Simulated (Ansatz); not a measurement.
Isolated molecules relaxed with PBE0-D4/def2-TZVP in Ansatz; ΔE leaves out vibrations. CCSD(T)/CBS adds triple-zeta CCSD(T) − MP2 to the extrapolated MP2 energy (def2 sets, frozen cores). Functionals use def2-TZVPP. For Br, Mg outer-core shells are correlated without core-valence functions, which leaves a few kJ/mol of doubt a bond. Scalar relativity is left out up to krypton. Each species was taken in one conformer, which may not be the lowest.

`C[Si](O)(Cl)Br` + `[CH3][Mg][OH]` → `C[Si](C)(O)Cl` + `[OH][Mg][Br]`  (redistribution)

CCSD(T)/CBS gives -121.4 kJ/mol.

Problem. Another level gave -133.4 kJ/mol. Which?
A. RPA@PBE/def2-TZVPP
B. ωB97M-V/def2-TZVPP
C. PBE/def2-TZVPP
D. r2SCAN0/def2-TZVPP

Solution. D. r2SCAN0 -133.4, PBE -114.0, ωB97M-V -124.0, RPA@PBE/def2-TZVPP -119.4 kJ/mol.

Largest T1 diagnostic among the species: 0.010.

Leaving LDA and LC-ωPBE aside and taking each functional with its dispersion term where it has one, the values, not all of them listed here, spread over 21.1 kJ/mol, from BHLYP-D4 to PBE-D4. From r2SCAN to r2SCAN0 (25 % exact exchange), in def2-TZVPP and without D4, ΔE moves by −5.2 kJ/mol. At CCSD(T), def2-SVP lies −18.6 kJ/mol from the extrapolated value and def2-TZVPP −3.9 kJ/mol.
